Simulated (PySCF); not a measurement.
## Be²⁺ (beryllium, charge +2): MN15 calculation

Configuration: 1s2, closed-shell 1S. Computed with PySCF 2.14 in cc-pVTZ-DK, with the spin-free X2C one-electron Hamiltonian (Gaussian nucleus).

- Total energy: -13.6734 hartree
- One-electron energy: -15.8746 hartree
- Hartree (Coulomb) energy: 4.5238 hartree
- Exchange-correlation energy: -2.3226 hartree
- ⟨S²⟩: 0.0000
- ⟨L²⟩: 0.000
- Sum of ⟨r⟩: 0.8353 bohr
- Sum of ⟨r²⟩: 0.4739 bohr²
- Langevin diamagnetic susceptibility: -0.375 ×10⁻⁶ cm³/mol
- Time after the integrals: 0.13 s of wall time on 1 thread of Neoverse-V2 (shared host)

```tsv
shell	electrons	mean orbital energy (hartree)	rms radius, mean of both spins (bohr)
1s	2	-5.05331	0.487
```
